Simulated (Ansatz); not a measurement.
Computed with Ansatz on PBE0-D4/def2-TZVP structures; ΔE is electronic, products minus reactants. CBS: MP2 limit from def2 TZ/QZ plus the TZ coupled-cluster correction, frozen cores. This one scheme is used for every species. DFT in def2-TZVPP. B3LYP here is the variant with VWN-RPA as its local correlation; programs differ in this. One conformer a species, not always the lowest.

Reaction (cleavage of the Si–Al bond): `[CH3][AlH][SiH2][AlH2]` + H₂S → `[CH3][AlH][SiH2]S` + `[AlH3]`

`[CH3][AlH][SiH2][AlH2]`:

Z-matrix (Å, degrees):
```
C
Al 1 1.953
H 1 1.092 2 113.5
H 1 1.095 2 110.5 3 -121.6
H 1 1.096 2 110.2 3 121.3
Si 2 2.448 1 121.2 3 -3.9
H 2 1.593 1 119.5 3 179.5
Al 6 2.438 2 111.0 1 -86.4
H 6 1.496 2 109.0 1 33.2
H 6 1.494 2 110.5 1 151.5
H 8 1.590 6 121.1 2 -92.9
H 8 1.591 6 120.0 2 83.2
```

H₂S:

```xyz
3

S    -0.296    0.393   -0.377
H     0.998    0.129   -0.140
H    -0.702   -0.521    0.517
```

`[CH3][AlH][SiH2]S`:

Cartesian coordinates in Å:
```
C -1.395 -1.637 -0.988
Al -0.301 -0.021 -0.981
Si 0.809 0.740 1.081
S 1.898 2.533 0.607
H -1.488 -2.109 -0.008
H -2.403 -1.415 -1.355
H -0.973 -2.376 -1.679
H -0.112 0.819 -2.318
H 1.743 -0.290 1.628
H -0.170 1.015 2.175
H 2.393 2.741 1.839
```

`[AlH3]`:

Z-matrix (Å, degrees):
```
Al
H 1 1.586
H 1 1.586 2 120.0
H 1 1.586 2 120.0 3 -179.9
```

| level | ΔE (kJ/mol) | difference from CCSD(T)/CBS |
| --- | --- | --- |
| PBE-D4 | -17.6 | 12.9 |
| r2SCAN-D4 | -24.8 | 5.7 |
| PBE0-D4 | -22.4 | 8.1 |
| B3LYP-D4 | -31.6 | -1.1 |
| ωB97X-V | -33.2 | -2.7 |
| ωB97M-V | -36.2 | -5.7 |
| B2PLYP | -32.9 | -2.4 |
| PBE | -16.6 | 13.9 |
| r2SCAN | -24.7 | 5.8 |
| PBE0 | -21.7 | 8.8 |
| B3LYP | -29.8 | 0.7 |
| HF/def2-TZVPP | -45.1 | -14.6 |
| MP2/def2-TZVPP | -36.9 | -6.4 |
| SCS-MP2/def2-TZVPP | -38.5 | -8.0 |
| CCSD/def2-TZVPP | -28.6 | 1.9 |
| CCSD(T)/def2-TZVPP | -26.8 | 3.7 |
| HF/def2-QZVPP | -45.4 | -14.9 |
| MP2/def2-QZVPP | -39.2 | -8.7 |
| SCS-MP2/def2-QZVPP | -40.7 | -10.2 |
| HF/CBS(def2) | -45.5 | -15.0 |
| MP2/CBS(def2) | -40.7 | -10.2 |
| CCSD/CBS(def2) | -32.4 | -1.9 |
| CCSD(T)/CBS | -30.5 | 0 |

Largest T1 diagnostic among the species: 0.013.

In def2-TZVPP, CCSD(T) changes the Hartree–Fock value by +18.3 kJ/mol (the triples alone add +1.9 kJ/mol) and MP2 by +8.1 kJ/mol. From PBE to PBE0 (25 % exact exchange), in def2-TZVPP and without D4, ΔE moves by −5.1 kJ/mol.
